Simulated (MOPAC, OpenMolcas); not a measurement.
AlBH2OF2 (SMILES O[B](F)[AlH][F]): methods side by side

The species is AlBH2OF2 (7 atoms), meant as a singlet with charge 0. As SMILES, `O[B](F)[AlH][F]`. The coordinates come from a PBE0-D4/def2-TZVP relaxation. This is one conformer, not always the lowest.

```xyz
7

O     0.4623   -0.1665    1.7690
B     0.5118   -0.6756    0.5191
F     1.1708   -1.8248    0.3945
Al   -0.4115    0.3016   -1.1621
F    -1.1527    1.7131   -0.6978
H    -0.0199    0.6623    1.8250
H    -0.4996   -0.0782   -2.6933
```

Each level gives the dipole moment (D). The values are calculated.

| level | kind | program | value (D) |
| --- | --- | --- | --- |
| AM1 | semi-empirical | MOPAC | 1.70 |
| HF/6-31G* (spherical functions) | Hartree–Fock | OpenMolcas | 1.00 |
| SVWN5/6-31G* (spherical functions) | LDA | OpenMolcas | 0.71 |
| PBE/6-31G* (spherical functions) | GGA | OpenMolcas | 0.68 |
| M06-L/6-31G* (spherical functions) | meta-GGA | OpenMolcas | 0.74 |
| BHLYP/6-31G* (spherical functions) | global hybrid | OpenMolcas | 0.82 |
| B3LYP/6-31G* (Cartesian functions) | global hybrid | OpenMolcas | 0.71 |

The values span 0.68 to 1.70 D. Magnitudes only.
